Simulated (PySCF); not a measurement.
**Removal energies of W⁶⁺ from EOM-IP-GCCSD**

Reference: closed-shell W⁶⁺, [Xe] 4f14; one electron is removed. Calculated with PySCF 2.14, two-component X2C-1e with screened spin-orbit coupling, x2c-TZVPPall-2c with one added diffuse shell each of s, p, d, f type (12s12p11d4f1g, 140 functions); frozen [Kr] 4d10; the 34 highest virtual spinors dropped; of the others 108 kept and the rest restored at second order. No Breit or QED terms. Binding energies in eV.

```tsv
level	Koopmans	second order	EOM-CCSD
5s1/2	167.97	160.18	160.94
5p1/2	132.63	132.06	132.40
4f5/2	127.90	120.91	123.24
4f7/2	125.64	118.75	121.05
5p3/2	121.36	121.20	121.50
```

In EOM-CCSD the overlap with the one-orbital guess is low for 5s1/2 (weight 0.72), 4f5/2 (weight 0.81), 4f7/2 (weight 0.81). That can mean mixing with two-hole, one-particle states, where second order and EOM-CCSD lose accuracy, or only a rotation among the degenerate components of the shell; the terms of those configurations are not listed.

For comparison, the ionisation energy of W⁶⁺ is 122.01 ± 0.06 eV (semi-empirical (NIST evaluation); NIST Atomic Spectra Database, ionization energies).

Gaps of this size point to the basis (12s12p11d4f1g), which has few functions of high l to correlate and polarise the inner shells.

Where second order misses EOM-CCSD by more than 1 eV, it overshoots the relaxation and correlation of that hole or particle, which higher orders damp.
